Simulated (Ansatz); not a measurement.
**Question.** Name a neutral molecule of F, N, S, Si and H with HOMO energy (PBE/def2-TZVPP) between -6.30 and -6.00 eV and HOMO–LUMO gap (PBE/def2-TZVPP) between 5.50 and 5.80 eV (Ansatz, PBE0-D4/def2-TZVP geometry).

**Answer.** `N[SiH2]S[Si](N)(F)F` (-6.20 eV, 5.74 eV). Other molecules can fit too; these were computed, each in one conformer that needn't be the lowest.
